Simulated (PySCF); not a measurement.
# Working out the ionisation energy of Ca

Ca [Ar] 4s2 (1S) → Ca⁺ [Ar] 4s1 (2S). All numbers are calculated (PySCF 2.14, scalar relativity by spin-free X2C-1e, in x2c-TZVPPall with one added diffuse shell each of s, p, d type (7s6p4d, 45 functions)). Frozen: [Ne]. Energies in hartree (1 hartree = 27.21139 eV):

```
             part   Ca (lower)  Ca⁺ (upper)
              UHF  -679.620222  -679.431381
MP2 opposite-spin    -0.146520    -0.123302
    MP2 same-spin    -0.055685    -0.051410
```

Task: What does Hartree-Fock give?

Result: (-679.431381) − (-679.620222) = 0.188841 hartree = 5.139 eV.

Task: What do MP2 and SCS-MP2 (6/5 opposite-spin, 1/3 same-spin) give?

Result: The opposite-spin parts differ by 0.632 eV and the same-spin parts by 0.116 eV. MP2: 5.139 + (0.632) + (0.116) = 5.887 eV. SCS-MP2: 5.139 + 1.2 × (0.632) + (0.116)/3 = 5.936 eV.

Measured between the centres of the two terms (NIST): 6.113 eV, so MP2 (valence and next inner shell) is off by -0.226 eV.

What remains against the reference includes basis incompleteness, the frozen core and correlation beyond second order.
